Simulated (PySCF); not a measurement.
Fill in the blanks.

Species: C6H9F.
InChI=1S/C6H9F/c1-3-6(2)4-5-7/h3-4H,1,5H2,2H3/b6-4-

Conformer (atom-mapped SMILES and torsion angles): `[CH2:1]=[CH:2]/[C:3]([CH3:4])=[CH:5]\[CH2:6][F:7]`: C1–C2–C3–C4 0°, C3–C5–C6–F7 180°.

```json
{"property": "point group of the GFN2-xTB geometry", "level": "GFN2-xTB", "value": "?"}
{"property": "rotational constants A, B, C of the GFN2-xTB geometry", "level": "GFN2-xTB", "value": "5.380, 1.330, 1.081 GHz"}
{"property": "dipole moment", "level": "PBE0/def2-SVPD", "value": "?"}
{"property": "HOMO energy", "level": "PBE0/def2-SVPD", "value": "-6.78 eV"}
{"property": "LUMO energy", "level": "PBE0/def2-SVPD", "value": "-1.09 eV"}
{"property": "lowest singlet excitation", "level": "TDDFT PBE0/def2-SVPD", "value": "?"}
{"property": "lowest triplet excitation (Tamm–Dancoff)", "level": "TDA PBE0/def2-SVPD", "value": "?"}
{"property": "static isotropic polarisability", "level": "PBE0/def2-SVPD", "value": "?"}
{"property": "electronic spatial extent ⟨r²⟩ about the centre of nuclear charge", "level": "PBE0/def2-SVPD", "value": "1037 bohr²"}
{"property": "13C chemical shifts (computed TMS as zero) by class", "level": "GIAO PBE0/pcSseg-1", "value": "?"}
{"property": "1H chemical shifts (computed TMS as zero) by class", "level": "GIAO PBE0/pcSseg-1", "value": "?"}
{"property": "isotropic shieldings of nuclei other than C and H, by class", "level": "GIAO PBE0/pcSseg-1", "value": "431 (1 F) ppm"}
```

The electronic properties come from PySCF, for the isolated species, density fitting. NMR classes are plain means over equivalent atoms (diastereotopic ones count apart unless rotation or inversion swaps them), as if these changed places fast; in this geometry the members of some classes differ.

(1) What is the static isotropic polarisability?

(2) What are the 1H chemical shifts (computed TMS as zero) by class?

(3) The lowest singlet excitation?

(4) Give the point group of the GFN2-xTB geometry.

(5) What are the 13C chemical shifts (computed TMS as zero) by class?

(6) Give the lowest triplet excitation (Tamm–Dancoff).

(7) What is the dipole moment?

## Answers

(1) 78.4 au.

(2) 6.48 (1 H), 6.04 (1 H), 5.69 (2 H), 5.46 (1 H), 5.42 (1 H), 1.92 (3 H) ppm.

(3) 5.45 eV (228 nm, f = 0.517).

(4) Cs.

(5) 140.1 (1 C), 139.1 (1 C), 138.4 (1 C), 121.2 (1 C), 85.0 (1 C), 21.5 (1 C) ppm.

(6) 3.07 eV.

(7) 1.93 D.

The dipole matches unit charges of opposite sign 0.40 Å apart (1 e·Å = 4.8032 D). A dipole of 1.93 D is allowed in Cs, and pure rotational transitions are dipole-allowed. The polarisability is 11.62 Å³ as a volume (1 au = 0.148185 Å³), or 1.45 au for each of the 54 electrons. The 6 singlets span 5.45 to 7.15 eV, and their oscillator strengths add up to 0.61. No computed singlet falls in the visible range (750 to 380 nm, 1.65 to 3.26 eV); S1 lies 2.19 eV above its blue end.

One conformer stands for the species.
